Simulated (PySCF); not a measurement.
C4HBrN4S.
InChI=1S/C4HBrN4S/c5-2-1-6-3-4(7-2)9-10-8-3/h1H

Method used: PBE0-D3(BJ)/def2-SVP geometry optimisation, gas phase in PySCF.

Masses are those of the commonest isotopes; rigid-rotor values at the optimised geometry. 

**Question.** What are A, B and C (MHz)?

**Answer.** Ia = 157.58, Ib = 1277.93, Ic = 1435.51 u·Å²; 505379 MHz·u·Å²/I gives A = 3207, B = 395.5, C = 352.1 MHz.

**Question.** Classify the top.

**Answer.** A near-prolate asymmetric top. Ray's parameter κ = (2B − A − C)/(A − C) = -0.970; −1 is the prolate and +1 the oblate limit.

**Question.** Is it planar, by Δ = Ic − Ia − Ib?

**Answer.** Planar: Δ = Ic − Ia − Ib = 0.00 u·Å². For a rigid frame Δ = −2 Σ m c², so it vanishes when all atoms lie in the ab plane; here none is more than 0.01 Å from it.

**Question.** List the rotational levels J(Ka,Kc) to J = 5 (K).

**Answer.** Above 0(0,0), as E/k:
J = 1: 1(0,1) 0.036, 1(1,1) 0.171, 1(1,0) 0.173
J = 2: 2(0,2) 0.108, 2(1,2) 0.240, 2(1,1) 0.247, 2(2,1) 0.652, 2(2,0) 0.652
J = 3: 3(0,3) 0.215, 3(1,3) 0.345, 3(1,2) 0.357, 3(2,2) 0.759, 3(2,1) 0.759, 3(3,1) 1.439, 3(3,0) 1.439
J = 4: 4(0,4) 0.358, 4(1,4) 0.484, 4(1,3) 0.505, 4(2,3) 0.903, 4(2,2) 0.903, 4(3,2) 1.583, 4(3,1) 1.583, 4(4,1) 2.534, 4(4,0) 2.534
J = 5: 5(0,5) 0.537, 5(1,5) 0.658, 5(1,4) 0.690, 5(2,4) 1.082, 5(2,3) 1.083, 5(3,3) 1.762, 5(3,2) 1.762, 5(4,2) 2.714, 5(4,1) 2.714, 5(5,1) 3.938, 5(5,0) 3.938
Those of J = 1 are B + C, A + C and A + B.

**Question.** Which types of transition are allowed, and where do some lines up to J = 4 fall?

**Answer.** The dipole components are |μa| = 0.16 D, |μb| = 0.55 D, |μc| = 0.00 D; the mirror of this Cs structure is the ab plane, so μc vanishes by symmetry and there are no c-type lines. Intensities carry the squares of the components, which stand as 0.09 : 1.00 (a : b). Some lines, for components of 0.1 D or more:

```json
{"type": "a", "branch": "Q", "J(Ka,Kc)": "4(1,3) ← 4(1,4)", "MHz": "434", "lower level (cm⁻¹)": "0.337"}
{"type": "a", "branch": "R", "J(Ka,Kc)": "2(1,2) ← 1(1,1)", "MHz": "1452", "lower level (cm⁻¹)": "0.119"}
{"type": "a", "branch": "R", "J(Ka,Kc)": "2(0,2) ← 1(0,1)", "MHz": "1495", "lower level (cm⁻¹)": "0.025"}
{"type": "a", "branch": "R", "J(Ka,Kc)": "3(0,3) ← 2(0,2)", "MHz": "2241", "lower level (cm⁻¹)": "0.075"}
{"type": "a", "branch": "R", "J(Ka,Kc)": "3(2,2) ← 2(2,1)", "MHz": "2243", "lower level (cm⁻¹)": "0.453"}
{"type": "a", "branch": "R", "J(Ka,Kc)": "3(2,1) ← 2(2,0)", "MHz": "2245", "lower level (cm⁻¹)": "0.453"}
{"type": "a", "branch": "R", "J(Ka,Kc)": "3(1,2) ← 2(1,1)", "MHz": "2307", "lower level (cm⁻¹)": "0.171"}
{"type": "a", "branch": "R", "J(Ka,Kc)": "4(1,4) ← 3(1,3)", "MHz": "2902", "lower level (cm⁻¹)": "0.240"}
{"type": "b", "branch": "Q", "J(Ka,Kc)": "3(1,2) ← 3(0,3)", "MHz": "2966", "lower level (cm⁻¹)": "0.150"}
{"type": "a", "branch": "R", "J(Ka,Kc)": "4(0,4) ← 3(0,3)", "MHz": "2985", "lower level (cm⁻¹)": "0.150"}
{"type": "a", "branch": "R", "J(Ka,Kc)": "4(3,2) ← 3(3,1)", "MHz": "2991", "lower level (cm⁻¹)": "1.000"}
{"type": "a", "branch": "R", "J(Ka,Kc)": "4(3,1) ← 3(3,0)", "MHz": "2991", "lower level (cm⁻¹)": "1.000"}
{"type": "a", "branch": "R", "J(Ka,Kc)": "4(1,3) ← 3(1,2)", "MHz": "3076", "lower level (cm⁻¹)": "0.248"}
{"type": "b", "branch": "R", "J(Ka,Kc)": "1(1,1) ← 0(0,0)", "MHz": "3559", "lower level (cm⁻¹)": "0.000"}
{"type": "b", "branch": "R", "J(Ka,Kc)": "2(1,2) ← 1(0,1)", "MHz": "4263", "lower level (cm⁻¹)": "0.025"}
{"type": "b", "branch": "R", "J(Ka,Kc)": "3(1,3) ← 2(0,2)", "MHz": "4946", "lower level (cm⁻¹)": "0.075"}
{"type": "b", "branch": "R", "J(Ka,Kc)": "4(1,4) ← 3(0,3)", "MHz": "5608", "lower level (cm⁻¹)": "0.150"}
{"type": "b", "branch": "Q", "J(Ka,Kc)": "3(2,2) ← 3(1,3)", "MHz": "8631", "lower level (cm⁻¹)": "0.240"}
{"type": "b", "branch": "R", "J(Ka,Kc)": "2(2,1) ← 1(1,0)", "MHz": "9973", "lower level (cm⁻¹)": "0.120"}
{"type": "b", "branch": "R", "J(Ka,Kc)": "4(2,3) ← 3(1,2)", "MHz": "11360", "lower level (cm⁻¹)": "0.248"}
{"type": "b", "branch": "R", "J(Ka,Kc)": "4(2,2) ← 3(1,3)", "MHz": "11628", "lower level (cm⁻¹)": "0.240"}
{"type": "b", "branch": "Q", "J(Ka,Kc)": "4(3,1) ← 4(2,2)", "MHz": "14161", "lower level (cm⁻¹)": "0.628"}
{"type": "b", "branch": "Q", "J(Ka,Kc)": "3(3,1) ← 3(2,2)", "MHz": "14167", "lower level (cm⁻¹)": "0.528"}
{"type": "b", "branch": "R", "J(Ka,Kc)": "4(3,2) ← 3(2,1)", "MHz": "17156", "lower level (cm⁻¹)": "0.528"}
{"type": "b", "branch": "R", "J(Ka,Kc)": "4(4,0) ← 3(3,1)", "MHz": "22824", "lower level (cm⁻¹)": "1.000"}
```

**Question.** Estimate the classical rotational partition function at 10 K, 100 K and 298.15 K.

**Answer.** Point group Cs, symmetry number σ = 1; q = (√π/σ)·√((kT/h)³/(ABC)), k/h = 20836.6 MHz/K: 7980 at 10 K, 252000 at 100 K, 1300000 at 298.15 K.

Not checked by PBE0-D3(BJ)/def2-SVP frequencies. These are rigid-rotor constants of the computed structure; measured ground-state constants (B0) also hold zero-point vibration. Quadrupole hyperfine structure (14N, 79Br) is left out.
